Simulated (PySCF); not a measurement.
Screening by computed properties: pick the candidate that meets the target.

Each SMILES stands for a single optimised conformer of the isolated species (atoms past krypton carry core potentials, spin–orbit coupling is left out); the electronic structure was computed with PySCF and density fitting.

The conformers computed, where there is a choice (atom-mapped SMILES and torsion angles):
- `[CH2:1]=[C:2]1[CH:3]=[CH:4][C:5]([C:6]([Cl:7])([Cl:8])[Cl:9])=[CH:10]1`: C4–C5–C6–Cl7 59°
- `[NH2:1][GeH2:2][GeH2:3][SiH3:4]`: N1–Ge2–Ge3–Si4 24°, H–N1–Ge2–Ge3 62°, H–N1–Ge2–Ge3 -173°
- `[CH3:1][C:2]([CH3:3])([CH3:4])[GeH2:5][GeH3:6]`: C1–C2–Ge5–Ge6 -59°

Question: Wanted: static isotropic polarisability between 50 au and 100 au (wB97X-D/def2-SVPD) and dipole moment above 3.6 D (wB97X-D/def2-SVPD), at PBE0-D3(BJ)/def2-SVP geometries. Which candidate meets both?
A. `[H][Al]([H])([H])<-[OH2]`
B. `C=C1C=CC(C(Cl)(Cl)Cl)=C1`
C. `C[SiH2]C#N`
D. `C[C](C)(C)[GeH2][GeH3]`
E. `[NH2][GeH2][GeH2][SiH3]`
F. `[SnH3][I]`
G. `C[Si]([SnH3])(C)C`

Answer: C. Computed values:
```
                 species  static isotropic polarisability  dipole moment
[H][Al]([H])([H])<-[OH2]                          41.9 au         4.79 D
              C[SiH2]C#N                          54.4 au         4.06 D
               [SnH3][I]                          79.2 au         2.10 D
 [NH2][GeH2][GeH2][SiH3]                         106.4 au         1.19 D
       C[Si]([SnH3])(C)C                         111.1 au         1.88 D
  C[C](C)(C)[GeH2][GeH3]                         117.1 au         0.97 D
C=C1C=CC(C(Cl)(Cl)Cl)=C1                         127.7 au         3.14 D
```

Question: Wanted: smallest rotational constant below 0.6 GHz (PBE0-D3(BJ)/def2-SVP) and electronic spatial extent ⟨r²⟩ about the centre of nuclear charge above 1400 bohr² (wB97X-D/def2-SVPD), at PBE0-D3(BJ)/def2-SVP geometries. Which candidate meets both?
A. `[H][Al]([H])([H])<-[OH2]`
B. `C[SiH2]C#N`
C. `C=C1C=CC(C(Cl)(Cl)Cl)=C1`
D. `C[C](C)(C)[GeH2][GeH3]`
E. `[NH2][GeH2][GeH2][SiH3]`

Answer: C. Computed values:
```
                 species  smallest rotational constant  electronic spatial extent ⟨r²⟩ about the centre of nuclear charge
C=C1C=CC(C(Cl)(Cl)Cl)=C1                     0.530 GHz                                                         2233 bohr²
  C[C](C)(C)[GeH2][GeH3]                     0.730 GHz                                                         1635 bohr²
 [NH2][GeH2][GeH2][SiH3]                     0.908 GHz                                                         1219 bohr²
              C[SiH2]C#N                     2.831 GHz                                                          451 bohr²
[H][Al]([H])([H])<-[OH2]                     9.149 GHz                                                          185 bohr²
```

Question: Wanted: HOMO–LUMO gap above 12 eV (wB97X-D/def2-SVPD) and lowest singlet excitation above 4 eV (TDDFT wB97X-D/def2-SVPD), at PBE0-D3(BJ)/def2-SVP geometries. Which candidate meets both?
A. `C[SiH2]C#N`
B. `C=C1C=CC(C(Cl)(Cl)Cl)=C1`
C. `[SnH3][I]`
D. `C[Si](C)(C)[SnH3]`

Answer: A. Computed values:
| species | HOMO–LUMO gap | lowest singlet excitation |
| --- | --- | --- |
| C=C1C=CC(C(Cl)(Cl)Cl)=C1 | 8.01 eV | 3.63 eV |
| [SnH3][I] | 9.37 eV | 4.88 eV |
| C[Si](C)(C)[SnH3] | 10.55 eV | 6.73 eV |
| C[SiH2]C#N | 12.62 eV | 7.04 eV |

Question: Wanted: lowest triplet excitation (Tamm–Dancoff) above 5.8 eV (TDA wB97X-D/def2-SVPD) and HOMO energy below -9.1 eV (wB97X-D/def2-SVPD), at PBE0-D3(BJ)/def2-SVP geometries. Which candidate meets both?
A. `[H][Sn]([H])([H])[I]`
B. `C[SiH2]C#N`
C. `C[Si](C)(C)[SnH3]`
D. `[H][Al]([H])([H])<-[OH2]`

Answer: B. Computed values:
```csv
species,lowest triplet excitation (Tamm–Dancoff),HOMO energy
[H][Sn]([H])([H])[I],4.46 eV,-9.28 eV
[H][Al]([H])([H])<-[OH2],5.74 eV,-9.44 eV
C[SiH2]C#N,5.88 eV,-11.44 eV
C[Si](C)(C)[SnH3],6.01 eV,-8.95 eV
```
